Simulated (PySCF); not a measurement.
Calculation: PySCF with r2SCAN-D4/def2-TZVP // r2SCAN-D4/def2-SVP. All species are isolated molecules in the gas phase. 

Reference species (SMILES): `[SiH3][SnH]([SiH3])[SiH3]` (neutral, multiplicity 1).

The dipole moment is 0.02 D.

Changed species: `[SiH3][SnH2][SiH3]` (whole molecule; the reference has whole molecule).

Problem. What does the change do to the dipole moment?

Solution. the dipole moment rises by 0.13 D, to 0.15 D.
